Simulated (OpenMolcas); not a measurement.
**Nb3+: moving or changing the point charges**

Nb3+ among 8 point charges of -1.2 e arranged as a cube (Oh), 2.1 Å from the ion.

```
Program             : OpenMolcas
Method              : SS-CASPT2, IPEA 0.25 Eh, imaginary shift 0.1 Eh (closed shells correlated: 4s 4p)
Basis               : ANO-RCC-VTZP [7s6p4d2f1g]
Scalar Hamiltonian  : DKH2, point nucleus
Active space        : 2 electrons in 5 orbitals (4d)
State averaging     : 2S+1 = 3 even, 10 roots; 2S+1 = 1 even, 15 roots
Spin-orbit coupling : RASSI with atomic mean-field integrals over the reference wave functions
```

Runs around this geometry, states (labels of O, the rotations of Oh). Energies in cm-1 above the lowest state or level, χT in cm3 K/mol.

```
R (Å)  q (e)  Ground state  First state of that spin  First gap with spin-orbit (degeneracies)  χT at 300 K  First state of another spin
  2.1   -0.6           3A2                  3T2 3580                               3420 (3, 2)        0.553                      1E 8480
  2.1   -1.2           3A2                  3T2 7770                               6110 (3, 2)        0.785                      1E 6420
 2.31   -1.2           3A2                  3T2 4820                               4620 (3, 2)        0.649                      1E 8630
```

Taking the first state of the same spin as R^-n, n = -ln(4820 / 7770) / ln(2.31 / 2.1) = 5.0 between the shortest and longest distance.

Scaling the charges by -0.6 / -1.2 = 0.50 scales the first state of the same spin by 3580 / 7770 = 0.46; with fixed orbitals a first-order splitting would follow the charge.

Roots that are degenerate in the reference are averaged as groups; the widest CASPT2 spread within a group is 320 cm-1 (the 3-fold group of multiplicity 3 near 8090 cm-1 above the lowest state of its run, R = 2.31, q = -1.2). Shifts and gaps below about the spread of the groups concerned are not significant. Over all roots computed the reference weight is 0.87 to 0.95 in R = 2.1 in q = -1.2; the roots of lowest weight are the least certain, and an intruder state may touch them. Free-ion shares, where given, are those of the reference states; single-state CASPT2 does not remix them. This is an electrostatic model: the charges have no orbitals. No measured value stands beside these numbers.
